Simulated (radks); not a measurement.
Results of a calculation; reference values are marked as such.
All-electron atom: W III in [Kr] 4d10 4f14 5s2 5p5 5d5 (not the ground configuration).

Code: a radial shooting solver on a logarithmic mesh with Libxc functionals. Model: Dirac Kohn-Sham, PBE, spin-unpolarised, spherical densities, point nucleus; open shells are shared between the two j in proportion to 2j + 1.

Energy parts (eV):
part                       energy
total                  -439830.90
kinetic                 495657.89
electron-nucleus      -1097428.04
Hartree                 170769.55
exchange-correlation     -8830.30

Orbitals (lengths in bohr, moments of r in powers of bohr):
[
 {"orbital": "1s1/2", "occ.": "2", "eigenvalue (eV)": "-69420.06", "<1/r>": "87.13", "small-component weight": "7.79e-02"},
 {"orbital": "2s1/2", "occ.": "2", "eigenvalue (eV)": "-11989.22", "<1/r>": "21.20", "small-component weight": "1.77e-02"},
 {"orbital": "2p1/2", "occ.": "2", "eigenvalue (eV)": "-11464.61", "<1/r>": "21.15", "small-component weight": "1.77e-02"},
 {"orbital": "2p3/2", "occ.": "4", "eigenvalue (eV)": "-10111.66", "<1/r>": "17.77", "small-component weight": "1.60e-02"},
 {"orbital": "3s1/2", "occ.": "2", "eigenvalue (eV)": "-2775.713", "<1/r>": "7.780", "small-component weight": "5.81e-03"},
 {"orbital": "3p1/2", "occ.": "2", "eigenvalue (eV)": "-2542.346", "<1/r>": "7.692", "small-component weight": "5.75e-03"},
 {"orbital": "3p3/2", "occ.": "4", "eigenvalue (eV)": "-2249.784", "<1/r>": "6.817", "small-component weight": "5.26e-03"},
 {"orbital": "3d3/2", "occ.": "4", "eigenvalue (eV)": "-1857.412", "<1/r>": "6.711", "small-component weight": "5.14e-03"},
 {"orbital": "3d5/2", "occ.": "6", "eigenvalue (eV)": "-1793.799", "<1/r>": "6.504", "small-component weight": "5.01e-03"},
 {"orbital": "4s1/2", "occ.": "2", "eigenvalue (eV)": "-587.8649", "<1/r>": "3.268", "small-component weight": "1.91e-03"},
 {"orbital": "4p1/2", "occ.": "2", "eigenvalue (eV)": "-491.1184", "<1/r>": "3.157", "small-component weight": "1.82e-03"},
 {"orbital": "4p3/2", "occ.": "4", "eigenvalue (eV)": "-423.3355", "<1/r>": "2.853", "small-component weight": "1.63e-03"},
 {"orbital": "4d3/2", "occ.": "4", "eigenvalue (eV)": "-264.5775", "<1/r>": "2.638", "small-component weight": "1.44e-03"},
 {"orbital": "4d5/2", "occ.": "6", "eigenvalue (eV)": "-252.0871", "<1/r>": "2.565", "small-component weight": "1.39e-03"},
 {"orbital": "4f5/2", "occ.": "6", "eigenvalue (eV)": "-53.4373", "<1/r>": "2.105", "small-component weight": "9.85e-04"},
 {"orbital": "4f7/2", "occ.": "8", "eigenvalue (eV)": "-51.1911", "<1/r>": "2.074", "small-component weight": "9.63e-04"},
 {"orbital": "5s1/2", "occ.": "2", "eigenvalue (eV)": "-97.3261", "<1/r>": "1.270", "small-component weight": "4.31e-04"},
 {"orbital": "5p1/2", "occ.": "1.66667", "eigenvalue (eV)": "-68.5140", "<1/r>": "1.141", "small-component weight": "3.56e-04"},
 {"orbital": "5p3/2", "occ.": "3.33333", "eigenvalue (eV)": "-58.4985", "<1/r>": "1.035", "small-component weight": "3.05e-04"},
 {"orbital": "5d3/2", "occ.": "2", "eigenvalue (eV)": "-21.5990", "<1/r>": "0.7228", "small-component weight": "1.52e-04"},
 {"orbital": "5d5/2", "occ.": "3", "eigenvalue (eV)": "-20.7017", "<1/r>": "0.6995", "small-component weight": "1.43e-04"}
]

The highest occupied level is 5d5/2 at -20.702 eV. Summed over all electrons, <r^2> = 43.07 bohr^2, which gives a Langevin (diamagnetic) susceptibility term of -34.1 x 10^-6 cm^3/mol. The density falls to 0.001 e/bohr^3 at r = 3.77 bohr.
